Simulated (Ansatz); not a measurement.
This geometry of C2H8FNSi (13 atoms, charge 0, multiplicity 1) is a first-order saddle point.

All numbers below come from RKS PBE-D4/def2-SVP (Ansatz).

```xyz
13
Properties=species:S:1:pos:R:3
C -0.753 -0.960 1.203
C 0.605 -0.704 0.529
F 1.200 -1.937 0.166
Si 0.515 0.326 -1.080
N -0.138 1.906 -0.703
H -0.937 -2.052 1.175
H -1.608 -0.478 0.682
H -0.776 -0.635 2.261
H 1.301 -0.208 1.243
H 1.895 0.549 -1.632
H -0.277 -0.510 -2.062
H 0.120 2.684 -1.316
H -1.127 1.984 -0.453
```

Task: Which two structures does it join? (They come from a converged band through this point; their orientation in space is the band's.)

Result: No bond is made or broken. The dihedral H6–C1–C2–Si4 goes from 57 to 178°. The two ends are copies of one structure, up to a mirror image or an exchange of like atoms.

Initial state:

```xyz
13
Properties=species:S:1:pos:R:3
C -0.727 -0.936 1.233
C 0.622 -0.662 0.588
F 1.272 -1.884 0.313
Si 0.529 0.289 -1.074
N -0.261 1.830 -0.822
H -1.390 -1.506 0.550
H -1.225 0.021 1.492
H -0.609 -1.525 2.167
H 1.267 -0.092 1.298
H 1.919 0.588 -1.560
H -0.151 -0.641 -2.055
H 0.053 2.623 -1.387
H -1.280 1.859 -0.730
```

Final state:

```xyz
13
Properties=species:S:1:pos:R:3
C -0.738 -0.970 1.196
C 0.601 -0.738 0.517
F 1.160 -1.977 0.135
Si 0.511 0.330 -1.072
N -0.181 1.891 -0.683
H -0.626 -1.627 2.084
H -1.462 -1.449 0.505
H -1.163 -0.003 1.536
H 1.307 -0.260 1.236
H 1.900 0.589 -1.586
H -0.250 -0.489 -2.091
H 0.155 2.702 -1.209
H -1.194 1.965 -0.554
```

Task: How far does it lie above each of them?

Result: 3.6 kcal/mol above the first and 3.6 kcal/mol above the second. This is the barrier of this one path; another mechanism may lie lower.

Run time: 69 s on 2 threads of Intel(R) Xeon(R) CPU @ 2.80GHz (Skylake/Cascade Lake), on a shared host, peak memory 0.17 GiB.
